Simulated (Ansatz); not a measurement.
ClFH$_{2}$OSiTe (`O[Si](F)(Cl)[TeH]`), 7 atoms. Charge 0, multiplicity 1. Correlated methods include outer-core shells of Te, which these sets cover unevenly. Te: def2 effective core potential. All runs use 4 threads of a server CPU on a shared host. Correlated methods freeze the cores.

(1) Give the basis size and wall time and peak host memory of each of these runs in Ansatz. RKS r2SCAN0-D4/def2-TZVPP energy; RKS revPBE-D4/def2-TZVPP energy; RHF-CCSD(T)/def2-SVP energy; RKS PBE0-D4/def2-SVP energy; RKS PBE0-D4/def2-TZVP frequencies; RKS ωB97M-V/def2-QZVPP energy; RKS ωB97M-V/def2-SVP energy; RKS B3LYP-D4/def2-TZVPP energy and forces; RKS HSE06 (plane-wave form)-D4/def2-TZVPP energy; RKS PBE0-D4/def2-TZVP relaxation (21 steps); RKS PBE0-D4/def2-QZVPP energy; RHF-CCSD(T)/def2-TZVPP energy. (An estimate is asked.)

Results:

(1) The calculation gave: Other jobs shared the machine, so times are rough.

```csv
level,job,functions,wall time,peak host memory (GiB)
RKS PBE0-D4/def2-SVP,energy,100,2 s,0.24
RKS revPBE-D4/def2-TZVPP,energy,224,3.3 s,0.33
RKS HSE06 (plane-wave form)-D4/def2-TZVPP,energy,224,6 s,0.7
RHF-CCSD(T)/def2-SVP,energy,100,7.5 s,0.45
RKS ωB97M-V/def2-SVP,energy,100,7.5 s,0.36
RKS r2SCAN0-D4/def2-TZVPP,energy,224,8.5 s,0.69
RKS B3LYP-D4/def2-TZVPP,energy and forces,224,8.5 s,0.7
RKS PBE0-D4/def2-QZVPP,energy,396,12 s,1.6
RKS ωB97M-V/def2-QZVPP,energy,396,22 s,1.8
RKS PBE0-D4/def2-TZVP,relaxation (21 steps),198,2.3 min,0.65
RHF-CCSD(T)/def2-TZVPP,energy,224,2.6 min,4
RKS PBE0-D4/def2-TZVP,frequencies,198,3.1 min,0.66
```

B3LYP here is the variant with VWN-RPA as its local correlation; programs differ in this.
